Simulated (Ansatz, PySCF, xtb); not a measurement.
Dimer: HCl (SMILES Cl) (first 2 atoms) with CH2O2 (SMILES O=CO); geometry from B3LYP-D3(BJ)/def2-TZVP, rigid monomers moved along the line of their centres of mass till H2···O3 is 1.65 Å.
(charge 0, multiplicity 1):
```xyz
7

Cl    -0.271     0.328    -0.098
H      0.587     0.058     0.858
O      1.108    -0.187     2.401
C      0.217    -0.058     3.207
O     -1.047     0.243     2.934
H      0.360    -0.179     4.286
H     -1.164     0.350     1.968
```

Monomers are frozen at their geometry in the pair; levels with a basis set take the counterpoise correction. Rows marked so take none.

Rows in 6-311+G**, 6-31G* carry no dispersion term and start afresh at each structure (6-31G* with six Cartesian d functions). MP2/6-31G* freezes PySCF's default core.

Run with Ansatz (an electronic-structure program); PySCF for 6-311+G** rows, 6-31G* rows; xtb for the GFN methods. Values without a source in brackets are computed.

One of these levels gives -7.06 kcal/mol for the interaction energy. Which?
A) B3LYP/6-311+G** (no counterpoise)
B) PBE/def2-TZVPPD
C) MP2/6-31G*
D) GFN2-xTB

B, PBE/def2-TZVPPD. The others give -8.86 (GFN2-xTB), -4.62 (B3LYP/6-311+G** (no counterpoise)), -1.16 (MP2/6-31G*)
